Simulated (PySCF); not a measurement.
## Radial density of S- (sulfur, charge -1)

B3LYP, [Ne] 3s2 3p5, 2P determinant. Calculation: PySCF 2.14, in aug-cc-pV(Q+d)Z (7s6p5d3f2g, 89 functions); the non-relativistic Hamiltonian (point nucleus).

```tsv
r (bohr)	4πr²ρ (e/bohr)	4πr²(ρα − ρβ)
0.00150	0.07210	0.0000
0.00253	0.1975	0.0000
0.00425	0.5286	0.0000
0.00715	1.364	0.0000
0.0120	3.301	0.0000
0.0202	7.192	0.0002
0.0340	13.14	0.0010
0.0572	18.02	0.0049
0.0962	16.23	0.0211
0.162	11.98	0.0645
0.272	16.27	0.1022
0.458	14.83	0.0303
0.770	4.398	0.0641
1.30	3.468	0.4561
2.18	2.617	0.4106
3.67	0.6220	0.0878
6.17	0.06514	0.0020
10.4	0.001801	-0.0002
```

At B3LYP the highest occupied level has a positive energy, so only the finite basis holds that electron; in a semilocal or global hybrid functional this comes from self-interaction and does not mean that the real anion is unbound.
